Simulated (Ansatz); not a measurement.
Ansatz (a first-principles code) input:

Ansatz 0.2 input:
```yaml
crystal:
  periodic: [false, false, false]
  atoms:
    - {symbol: P, position_ang: [-0.00000000, -0.00000000, -0.51471897]}
    - {symbol: O, position_ang: [0.00000000, 0.00000000, 0.96509806]}
basis:
  gaussian:
    orbitals: def2-TZVP
hamiltonian:
  xc: {name: HF}
magnetization: {spin_polarized: true, initial_magnetization: 1}
relax: {f_tol: 0.003, max_steps: 100}
```

Q: What final total energy does it print?

A: -415.62364 Eh (HF/def2-TZVP). The basis has 68 functions.
